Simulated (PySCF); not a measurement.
W⁷¹⁺: ionisation energy

W⁷¹⁺ [He] 2s1 [2s1/2^1, M_J = 1/2] → W⁷²⁺ 1s2, as a difference of total energies. Computed with PySCF 2.14 in an uncontracted even-tempered set (16 s from 59 bohr⁻², ratio 2.4; 13 p from 76 bohr⁻², ratio 2.4; 5 d from 240 bohr⁻², ratio 2.6; 4 f from 350 bohr⁻², ratio 2.6), with the two-component X2C-1e Hamiltonian. Correlated levels: nothing frozen; the 28 highest virtual spinors dropped. "Screened" scales the spin-orbit matrix elements by Boettger's factors to mimic the two-electron term; Breit and QED terms are absent.

```
                    method  ionisation energy (eV)  difference from reference (eV)
 GHF (screened spin-orbit)                 19713.0                           +26.3
GMP2 (screened spin-orbit)                 19713.3                           +26.6
```

Reference: 19686.74 ± 0.2 eV (theoretical estimate listed by NIST; NIST Atomic Spectra Database, ionization energies).

For this ion Breit and QED terms and the two-electron picture change, all absent here, outweigh the correlation shift from GHF to GMP2.
